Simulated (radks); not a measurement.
Nd3+, configuration [Xe] 4f1 6p2 (not the ground configuration). Method: Dirac Kohn-Sham, PBE, spin-unpolarised, spherical densities, finite nucleus; open shells fill j = l - 1/2 first; Fermi nuclear charge, rms radius 4.9123 fm; computed with a radial shooting solver on a logarithmic mesh with Libxc functionals.

Unscreened Slater integrals over Kohn-Sham orbitals (eV). Large and small components are both included. Empty in this configuration: 4f7/2.

| integral | value |
|---|---|
| F0(6p1/2,6p1/2) | 7.2233 |
| F0(6p1/2,4f5/2) | 9.4256 |
| G2(6p1/2,4f5/2) | 0.40343 |
| F0(6p1/2,5p3/2) | 8.8606 |
| G2(6p1/2,5p3/2) | 0.68894 |
| F0(6p1/2,5p1/2) | 8.9119 |
| G0(6p1/2,5p1/2) | 0.49135 |
| F0(6p1/2,4f7/2) | 9.4209 |
| G4(6p1/2,4f7/2) | 0.37965 |
| F0(4f5/2,4f5/2) | 29.381 |
| F2(4f5/2,4f5/2) | 14.278 |
| F4(4f5/2,4f5/2) | 9.0229 |
| F0(4f5/2,5p3/2) | 18.864 |
| F2(4f5/2,5p3/2) | 6.6525 |
| G2(4f5/2,5p3/2) | 3.1286 |
| G4(4f5/2,5p3/2) | 2.5244 |
| F0(4f5/2,5p1/2) | 19.517 |
| G2(4f5/2,5p1/2) | 3.5418 |
| F0(4f5/2,4f7/2) | 29.281 |
| F2(4f5/2,4f7/2) | 14.231 |
| F4(4f5/2,4f7/2) | 8.9930 |
| G2(4f5/2,4f7/2) | 14.204 |
| G4(4f5/2,4f7/2) | 8.9770 |
| G6(4f5/2,4f7/2) | 6.4771 |
| F0(5p3/2,5p3/2) | 15.744 |
| F2(5p3/2,5p3/2) | 8.5578 |
| F0(5p3/2,5p1/2) | 16.066 |
| G2(5p3/2,5p1/2) | 8.6686 |
| F0(5p3/2,4f7/2) | 18.840 |
| F2(5p3/2,4f7/2) | 6.6821 |
| G2(5p3/2,4f7/2) | 3.1705 |
| G4(5p3/2,4f7/2) | 2.5532 |
| F0(5p1/2,5p1/2) | 16.417 |
| F0(5p1/2,4f7/2) | 19.490 |
| G4(5p1/2,4f7/2) | 2.8477 |
| F0(4f7/2,4f7/2) | 29.181 |
| F2(4f7/2,4f7/2) | 14.184 |
| F4(4f7/2,4f7/2) | 8.9640 |
| F6(4f7/2,4f7/2) | 6.4675 |
